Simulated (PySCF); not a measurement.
Compound: C5H10GeSi.
Geometry (PBE0-D3(BJ)/def2-SVP, Å), atoms numbered from 1 in this order:
```
atom  x, y, z in Å
C1    -2.605    1.781   -0.371
C2    -1.855    0.684   -0.214
C3    -1.994   -0.252    0.947
Ge4   -0.507    0.264   -1.555
C5     1.180    0.074   -0.678
C6     2.242   -0.052   -0.083
Si7    3.838   -0.244    0.798
H8    -2.483    2.459   -1.222
H9    -3.380    2.049    0.359
H10   -2.774    0.082    1.648
H11   -1.043   -0.335    1.499
H12   -2.248   -1.272    0.610
H13   -0.804   -1.079   -2.246
H14   -0.411    1.393   -2.592
H15    3.656    0.082    2.242
H16    4.317   -1.651    0.668
H17    4.851    0.679    0.208
```

Level of theory: PBE0-D3(BJ)/def2-SVP geometry optimisation, gas phase in PySCF 2.14.0.

Masses are those of the commonest isotopes; rigid-rotor values at the optimised geometry. The values belong to one conformer with, in the numbering `[CH2:1]=[C:2]([CH3:3])[GeH2:4][C:5]#[C:6][SiH3:7]`, C1–C2–Ge4–C5 125°.

Problem. Give the principal moments of inertia and the rotational constants in MHz.

Solution. Ia = 185.61, Ib = 858.75, Ic = 967.39 u·Å²; 505379 MHz·u·Å²/I gives A = 2723, B = 588.5, C = 522.4 MHz.

Problem. Classify the top.

Solution. A near-prolate asymmetric top. Ray's parameter κ = (2B − A − C)/(A − C) = -0.940; −1 is the prolate and +1 the oblate limit.

Problem. Is it planar, by Δ = Ic − Ia − Ib?

Solution. Not planar: Δ = Ic − Ia − Ib = -76.97 u·Å². For a rigid frame Δ = −2 Σ m c², so Σ m c² = 38.49 u·Å² lies off the ab plane: 15.12 from hydrogen and 23.36 from heavier atoms. The atom farthest from that plane is 1.84 Å away.

Problem. Give the other two planar moments, Paa and Pbb, and the rms extents of the mass along the axes.

Solution. Paa = Σ m a² = (Ib + Ic − Ia)/2 = 820.26 and Pbb = Σ m b² = (Ia + Ic − Ib)/2 = 147.13 u·Å². With the mass M = 171.98 u, the rms extents √(P/M) along a, b and c are 2.18, 0.92, 0.47 Å.

Problem. Predict some low-J microwave lines.

Solution. The dipole components are |μa| = 0.84 D, |μb| = 0.59 D, |μc| = 0.11 D. Intensities carry the squares of the components, which stand as 1.00 : 0.50 : 0.02 (a : b : c). Some lines, for components of 0.1 D or more:

```tsv
type	branch	J(Ka,Kc)	MHz	lower level (cm⁻¹)
c	Q	1(1,1) ← 1(0,1)	2134	0.037
a	R	2(1,2) ← 1(1,1)	2156	0.108
b	R	4(0,4) ← 3(1,3)	2453	0.288
a	R	3(2,1) ← 2(2,0)	3339	0.400
a	R	4(0,4) ← 3(0,3)	4429	0.222
a	R	4(3,1) ← 3(3,0)	4447	0.873
b	Q	4(2,3) ← 4(1,4)	6835	0.432
c	Q	3(3,1) ← 3(2,1)	10830	0.512
b	R	4(2,2) ← 3(1,3)	11166	0.288
b	R	4(3,2) ← 3(2,1)	15276	0.512
c	R	4(4,0) ← 3(3,0)	19615	0.873
```

Problem. Estimate the classical rotational partition function at 50 K, 100 K and 298.15 K.

Solution. Point group C1, symmetry number σ = 1; q = (√π/σ)·√((kT/h)³/(ABC)), k/h = 20836.6 MHz/K: 65100 at 50 K, 184000 at 100 K, 949000 at 298.15 K.

No frequency check. Constants of a rigid frame at the computed geometry: no zero-point averaging, no centrifugal distortion. A rigid rotor knows nothing of internal rotation, which can split or shift real lines.
